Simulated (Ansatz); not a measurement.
Saddle point of Si2H7ClOF2, closed shell (Si₂H₄F₂ ([F][SiH]([F])[SiH3]) + HCl + H₂O → SiHClF₂ ([F][SiH]([F])[Cl]) + SiH₄ + H₂O; bonds formed: Si1–Cl7, Si2–H8, H6–O9; bonds broken: Si1–Si2, H6–Cl7, H8–O9), PBE0-D4/def2-TZVP structure:

```csv
atom,x (Å),y (Å),z (Å)
Si1,-0.4935,1.0405,-0.6022
Si2,0.8938,-1.0179,-0.8544
F3,-1.2921,0.3139,-1.8297
F4,-1.7509,1.1906,0.3993
H5,-0.0784,2.2483,-1.3269
H6,0.0910,0.0986,2.0372
Cl7,0.9758,1.6570,1.0811
H8,-0.2101,-0.6475,0.6253
O9,-0.4597,-0.7140,1.8302
H10,1.9163,-1.4579,0.1284
H11,0.2402,-2.1645,-1.5268
H12,1.5477,-0.1333,-1.8596
H13,-1.3802,-0.4138,1.8979
```

Energies are electronic, without zero-point energy. Barriers and step energies count from the start structure reached by relaxing down the imaginary mode; all methods use the PBE0-D4 structures, on which another method's saddle can fall below an end. Computed with Ansatz 0.2.0 (basis: def2-TZVPP, with def2-QZVPP for the basis limit); correlated methods freeze the cores. B3LYP uses VWN-RPA correlation. Extrapolation: Hartree–Fock as exp(−7.88 √X), correlation as X^−2.97.

```json
{"method": "SPW92", "barrier (kcal/mol)": "19.10", "step energy (kcal/mol)": "-10.25"}
{"method": "PBE-D4", "barrier (kcal/mol)": "29.59", "step energy (kcal/mol)": "-14.65"}
{"method": "BLYP-D4", "barrier (kcal/mol)": "36.75", "step energy (kcal/mol)": "-17.69"}
{"method": "r2SCAN-D4", "barrier (kcal/mol)": "?", "step energy (kcal/mol)": "-19.44"}
{"method": "B97M-V", "barrier (kcal/mol)": "36.00", "step energy (kcal/mol)": "-21.14"}
{"method": "PBE0-D4", "barrier (kcal/mol)": "34.30", "step energy (kcal/mol)": "-17.05"}
{"method": "B3LYP-D4", "barrier (kcal/mol)": "?", "step energy (kcal/mol)": "-19.21"}
{"method": "r2SCAN0-D4", "barrier (kcal/mol)": "35.19", "step energy (kcal/mol)": "-20.44"}
{"method": "BHLYP-D4", "barrier (kcal/mol)": "?", "step energy (kcal/mol)": "-21.68"}
{"method": "CAM-B3LYP-D4", "barrier (kcal/mol)": "41.43", "step energy (kcal/mol)": "-19.86"}
{"method": "wB97X-V", "barrier (kcal/mol)": "39.81", "step energy (kcal/mol)": "-20.13"}
{"method": "wB97M-V", "barrier (kcal/mol)": "37.31", "step energy (kcal/mol)": "-21.62"}
{"method": "B2PLYP", "barrier (kcal/mol)": "41.81", "step energy (kcal/mol)": "-21.21"}
{"method": "PBE-QIDH", "barrier (kcal/mol)": "38.06", "step energy (kcal/mol)": "-20.24"}
{"method": "RPA on PBE", "barrier (kcal/mol)": "42.27", "step energy (kcal/mol)": "-22.06"}
{"method": "HF", "barrier (kcal/mol)": "62.52", "step energy (kcal/mol)": "-28.68"}
{"method": "MP2", "barrier (kcal/mol)": "39.58", "step energy (kcal/mol)": "-22.65"}
{"method": "CCSD", "barrier (kcal/mol)": "45.88", "step energy (kcal/mol)": "-22.43"}
{"method": "CCSD(T)", "barrier (kcal/mol)": "41.97", "step energy (kcal/mol)": "-21.43"}
```

Problem. Fill in the withheld barriers. (An estimate is asked for; the value comes from the calculation.)

Solution. The calculation gives: r2SCAN-D4 31.32; B3LYP-D4 40.04; BHLYP-D4 45.73 kcal/mol. Each is the energy of the saddle less that of the start structure, by the same method.

For comparison, the barrier by CCSD(T) at an estimated basis limit (MP2 extrapolated from triple and quadruple zeta, plus CCSD(T) − MP2 in triple zeta) is 40.35 kcal/mol.

The T1 diagnostic stays at or below 0.013.

Labels in which every atom is bracketed show which atoms are joined, not bond orders.

For scale, one of the runs: CCSD(T)/def2-TZVPP, 317 basis functions, launched by `ansatz run in.yaml --threads 4 --pin off --events-out ev --progress --plain --max-ram 66560MiB --backend cuda --devices 0, --max-vram 37GiB`. The run took 6.5 s on 4 CPU threads of an AMD EPYC 7R13 and a share of one NVIDIA H100 (shared host), with 0.83 GiB of host memory at its peak.
